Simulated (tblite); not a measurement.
Species: C3H4NO3S (charge -1).
Numbering: `[CH3:1][O:2][C@@H:3]([C:4]#[N:5])[S@:6](=[O:7])[O-:8]` (hydrogens: H9, H10, H11 on C1; H12 on C3)

Structure used (GFN2-xTB), in Å, numbered top down from 1:
```
atom  x, y, z in Å
C1    -1.2687   -1.1669   -0.4587
O2    -1.2080    0.1355    0.0662
C3     0.0773    0.7294   -0.0628
C4     0.0504    2.0877    0.3096
N5     0.0640    3.1852    0.6636
S6     1.4729   -0.1826    1.1418
O7     2.6526    0.6529    0.8548
O8     1.5578   -1.5138    0.4855
H9    -1.2317   -1.1465   -1.5586
H10   -2.2258   -1.5827   -0.1414
H11   -0.4481   -1.7856   -0.0883
H12    0.5086    0.5867   -1.0612
```

Computed geometry: GFN2-xTB, gas phase.

Take the most abundant isotopes and a rigid rotor. The values belong to one conformer with, in the numbering `[CH3:1][O:2][C@@H:3]([C:4]#[N:5])[S@:6](=[O:7])[O-:8]`, C1–O2–C3–C4 172°, O2–C3–S6–O7 -178°.

Q: Give the principal moments of inertia and the rotational constants in cm⁻¹.

A: Ia = 254.90, Ib = 279.65, Ic = 507.06 u·Å²; 505379 MHz·u·Å²/I gives 1983, 1807 and 996.7 MHz, that is A = 0.06614, B = 0.06028, C = 0.03325 cm⁻¹.

Q: What kind of rotor is it?

A: An asymmetric top. Ray's parameter κ = (2B − A − C)/(A − C) = 0.644; −1 is the prolate and +1 the oblate limit.

Q: Is it planar, by Δ = Ic − Ia − Ib?

A: Not planar: Δ = Ic − Ia − Ib = -27.48 u·Å². For a rigid frame Δ = −2 Σ m c², so Σ m c² = 13.74 u·Å² lies off the ab plane: 3.73 from hydrogen and 10.01 from heavier atoms. The atom farthest from that plane is 1.43 Å away.

Q: Give the other two planar moments, Paa and Pbb, and the rms extents of the mass along the axes.

A: Paa = Σ m a² = (Ib + Ic − Ia)/2 = 265.91 and Pbb = Σ m b² = (Ia + Ic − Ib)/2 = 241.15 u·Å². With the mass M = 133.99 u, the rms extents √(P/M) along a, b and c are 1.41, 1.34, 0.32 Å.

Q: Where do the levels up to J = 3 lie, in MHz?

A: Above 0(0,0):
J = 1: 1(0,1) 2804, 1(1,1) 2979, 1(1,0) 3790
J = 2: 2(0,2) 7751, 2(1,2) 7777, 2(1,1) 10208, 2(2,1) 10735, 2(2,0) 11395
J = 3: 3(0,3) 14638, 3(1,3) 14640, 3(1,2) 19022, 3(2,2) 19146, 3(2,1) 21332, 3(3,1) 22382, 3(3,0) 22864
The levels of one J sum to (2J + 1)J(J + 1)(A + B + C)/3.

Q: Estimate the classical rotational partition function at 50 K, 298.15 K and 500 K.

A: Point group C1, symmetry number σ = 1; q = (√π/σ)·√((kT/h)³/(ABC)), k/h = 20836.6 MHz/K: 31500 at 50 K, 459000 at 298.15 K, 997000 at 500 K.

Its GFN2-xTB frequencies are all real (lowest 37 cm⁻¹). Constants of a rigid frame at the computed geometry: no zero-point averaging, no centrifugal distortion.

The run took 0.34 s wall on one thread of an Arm Neoverse V2, on a shared host. These figures are those of the optimisation.
